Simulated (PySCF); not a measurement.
Correlation energy of Si (silicon, neutral)

[Ne] 3s2 3p1 4s1, high-spin 3P determinant (an excited configuration). Computed with PySCF 2.14 in aug-cc-pV(T+d)Z with one added diffuse shell each of s, p, d, f type (7s6p5d3f, 71 functions), with the non-relativistic Hamiltonian (point nucleus). Frozen: [Ne]; 4 electrons correlated.

| level | correlation energy (mhartree) |
| --- | --- |
| CCSD | -65.94 |
| (T) | -1.90 |
| CCSD(T) | -67.84 |

Diagnostics: T1 = 0.029, D1 = 0.0766, largest double amplitude 0.098.

The outer electron is Rydberg-like, and this basis confines it to a smaller radius and binds it less than a complete one would.

Cost of the coupled-cluster step: about 7 core-seconds, for 4 correlated electrons.
